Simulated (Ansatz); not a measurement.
Cost and result for the atomization energy of `COB(N)[SiH3]` (13 atoms, 12 bonds).

Z-matrix (Å, degrees):
```
C
O 1 1.404
H 1 1.093 2 109.5
H 1 1.096 2 112.3 3 -120.5
H 1 1.093 2 109.4 3 119.0
B 2 1.366 1 123.6 3 120.0
Si 6 2.037 2 124.5 1 0.0
N 6 1.402 2 116.9 1 -180.0
H 7 1.492 6 110.0 2 180.0
H 7 1.492 6 112.6 2 60.3
H 7 1.492 6 112.6 2 -60.3
H 8 1.007 6 122.2 2 0.0
H 8 1.003 6 123.1 2 -180.0
```

Total charge 0; spin multiplicity 1. The geometry is a stationary point of PBE0-D4/def2-TZVP. It is one conformer, not always the lowest. Program: Ansatz. All runs use 4 threads of an Intel Xeon 6975P-C on a shared host. Times are those of one run each, without the atoms' runs, and a repeat can differ threefold. Electronic energies, without spin–orbit coupling; frozen cores. CCSD(T)/CBS adds CCSD(T) − MP2 in def2-TZVPP to the MP2 limit, and its time is that of the two runs behind it. T1 = 0.013. B3LYP takes the VWN-RPA correlation (the form of Gaussian; ORCA's B3LYP/G).

CCSD(T)/CBS is a level of theory with its own doubt, some kJ/mol a heavy atom from the limit and from the frozen cores, so smaller differences don't rank the functionals.

```
                             level  functions  wall time
   PBE-D4/def2-TZVPP (with forces)        278      1.8 s
                PBE0-D4/def2-TZVPP        278      1.9 s
r2SCAN-D4/def2-TZVPP (with forces)        278      2.9 s
 B3LYP-D4/def2-TZVPP (with forces)        278      3.2 s
                 B2PLYP/def2-TZVPP        278      3.7 s
                ωB97X-V/def2-TZVPP        278      4.4 s
  ωB97M-V/def2-TZVPP (with forces)        278        6 s
                    MP2/def2-QZVPP        538       16 s
                CCSD(T)/def2-TZVPP        278       56 s
                 CCSD(T)/CBS(def2)          –       72 s
```

Question: What atomization energy does each give, and how far from CCSD(T)/CBS? (Best estimate.)

Answer: The calculation gave: 
```json
{"level": "PBE-D4/def2-TZVPP (with forces)", "atomization (kJ/mol)": "4821.4", "difference from CCSD(T)/CBS": "79.1", "per bond": "6.6"}
{"level": "PBE0-D4/def2-TZVPP", "atomization (kJ/mol)": "4745.5", "difference from CCSD(T)/CBS": "3.2", "per bond": "0.3"}
{"level": "r2SCAN-D4/def2-TZVPP (with forces)", "atomization (kJ/mol)": "4756.1", "difference from CCSD(T)/CBS": "13.8", "per bond": "1.1"}
{"level": "B3LYP-D4/def2-TZVPP (with forces)", "atomization (kJ/mol)": "4767.7", "difference from CCSD(T)/CBS": "25.4", "per bond": "2.1"}
{"level": "B2PLYP/def2-TZVPP", "atomization (kJ/mol)": "4706.0", "difference from CCSD(T)/CBS": "-36.3", "per bond": "-3.0"}
{"level": "ωB97X-V/def2-TZVPP", "atomization (kJ/mol)": "4770.5", "difference from CCSD(T)/CBS": "28.2", "per bond": "2.3"}
{"level": "ωB97M-V/def2-TZVPP (with forces)", "atomization (kJ/mol)": "4768.7", "difference from CCSD(T)/CBS": "26.4", "per bond": "2.2"}
{"level": "MP2/def2-QZVPP", "atomization (kJ/mol)": "4741.3", "difference from CCSD(T)/CBS": "-1.0", "per bond": "-0.1"}
{"level": "CCSD(T)/def2-TZVPP", "atomization (kJ/mol)": "4621.6", "difference from CCSD(T)/CBS": "-120.7", "per bond": "-10.1"}
{"level": "CCSD(T)/CBS(def2)", "atomization (kJ/mol)": "4742.3", "difference from CCSD(T)/CBS": "0.0", "per bond": "0.0"}
```

The D4 term adds +38.6 kJ/mol with B3LYP and +20.5 kJ/mol with PBE0; it sums over pairs of atoms, weighted by their polarisabilities, and B3LYP, whose exchange is more repulsive, gets the larger term. From PBE to PBE0 (25 % exact exchange), in def2-TZVPP and without D4, the atomization energy moves by −72.3 kJ/mol: exact exchange takes away binding that semilocal exchange gives to molecules. In def2-TZVPP, CCSD(T) changes the Hartree–Fock value by +1134.1 kJ/mol (the triples alone add +60.7 kJ/mol) and MP2 by +1182.0 kJ/mol; breaking electron pairs costs correlation energy, which Hartree–Fock lacks.
